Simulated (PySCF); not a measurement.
Be(H)(OH) (BeH2O), SMILES [BeH][OH]. Atoms are numbered in the order given.

```xyz
4

Be    -0.0301     0.8599     0.0000
H     -0.0650     2.1851     0.0000
O      0.0766    -0.5354     0.0000
H     -0.4278    -1.3414     0.0000
```

Geometry: B3LYP-D3(BJ)/def2-TZVPD.

These are r2SCAN/def2-TZVPD run with PySCF values and carry that method's errors.

Isolated molecule, no solvent.

Q: Estimate the frontier levels, gap, dipole moment and polarisability. (An estimate is asked for; the answer gives what the named calculation found.)

A: 
```yaml
highest_occupied_level: -8.06 eV
lowest_empty_level: -0.05 eV
orbital_gap: 8.01 eV
dipole_moment: 1.55 D
quadrupole, principal values (traceless, Buckingham form, about the centre of nuclear charge): -3.43, 0.56, 2.87 D·Å
mean_static_polarisability: 22.8 bohr³ (3.38 Å³)
polarisability_principal_values: 21.1, 21.2, 26.1 bohr³
```
